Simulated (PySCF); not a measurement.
A calculated (LDA, PySCF 2.14, ANO-RCC-VTZP, the spin-free X2C one-electron Hamiltonian (Gaussian nucleus)) atom or ion has these occupied shells.

| shell | electrons | orbital energy (eV) | rms radius, mean of both spins (bohr) |
| --- | --- | --- | --- |
| 1s α | 1 | -51663.1 | 0.0245 |
| 1s β | 1 | -51663.0 | 0.0245 |
| 2s α | 1 | -8572.2 | 0.0990 |
| 2s β | 1 | -8572.1 | 0.0990 |
| 2p α | 3 | -7638.4 | 0.0890 |
| 2p β | 3 | -7638.3 | 0.0890 |
| 3s α | 1 | -1907.2 | 0.256 |
| 3s β | 1 | -1905.2 | 0.256 |
| 3p α | 3 | -1617.6 | 0.256 |
| 3p β | 3 | -1615.7 | 0.256 |
| 3d α | 5 | -1231.6 | 0.235 |
| 3d β | 5 | -1230.1 | 0.235 |
| 4s α | 1 | -383.63 | 0.576 |
| 4s β | 1 | -379.42 | 0.576 |
| 4p α | 3 | -287.81 | 0.612 |
| 4p β | 3 | -283.65 | 0.612 |
| 4d α | 5 | -154.41 | 0.674 |
| 4d β | 5 | -150.33 | 0.674 |
| 5s α | 1 | -54.814 | 1.41 |
| 5s β | 1 | -52.668 | 1.41 |
| 5p α | 3 | -32.109 | 1.68 |
| 5p β | 3 | -30.444 | 1.68 |
| 4f α | 7 | -11.021 | 1.05 |
| 6s α | 1 | -9.342 | 3.91 |
| 4f β | 2 | -7.514 | 1.05 |

(1) Name the element and its charge.

Answers

(1) Tb⁺ (terbium, charge +1), in [Xe] 4f9 6s1, one real determinant.
